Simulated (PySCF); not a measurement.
CH5MoNO2, SMILES [CH3][Mo]([NH2])(=[O])=[O], multiplicity 1.

The structure is a stationary point at B3LYP-D3(BJ)/def2-SVP. The spin state was assumed, not searched. The structure was generated by enumeration; whether it is a known compound was not checked. The def2 effective core potentials stand for the cores of Mo; spin–orbit coupling is left out. Other conformers were not sampled.

All values below come from PBE/def2-TZVP run with PySCF.

Symmetry labels are those of the subgroup Cs that the program uses (full group Cs).

Task: List the valence orbital energies around the gap with their symmetry. (Estimate from the structure and the level; the computed values follow.)

Result: 
```csv
orbital,symmetry,energy (eV)
HOMO−7,A',-9.80
HOMO−6,A",-9.54
HOMO−5,A",-9.01
HOMO−4,A',-8.74
HOMO−3,A',-8.40
HOMO−2,A',-7.33
HOMO−1,A',-7.20
HOMO,A",-7.18
LUMO,A',-2.94
LUMO+1,A",-2.70
LUMO+2,A',-1.25
LUMO+3,A',-0.83
```
